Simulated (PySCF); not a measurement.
## Which element holds N most strongly?

PBE in PySCF with def2-TZVPPD on every atom (core potentials on In, Sb), for the lowest determinant that a PBE0 search found; no spin–orbit coupling. D0 is De less the harmonic zero-point energy.

```csv
M,state (unpaired electrons),Re (Å),ωe (cm⁻¹),D0(MN) (eV)
Cu,triplet (π ↑↑),1.765,617,2.39
C,doublet (σ ↑),1.174,2093,8.43
Zn,"quartet (σ ↑, π ↑↑)",2.041,359,0.57
Sb,singlet (closed shell),1.833,903,4.16
As,singlet (closed shell),1.627,1087,5.47
B,"triplet (σ ↑, π ↑)",1.333,1512,5.21
In,triplet (π ↑↑),2.244,418,2.19
```

Question: Order the elements by D0 and give the energy of CuN + As → AsN + Cu.

Answer: C > As > B > Sb > Cu > In > Zn; ΔE = 2.39 − 5.47 = -3.08 eV at PBE/def2-TZVPPD. Close neighbours can swap at other levels.

Spin–orbit coupling is left out, which matters for elements this heavy, above all for dissociation energies. States were picked by a PBE0 search and need not be the measured ground states.
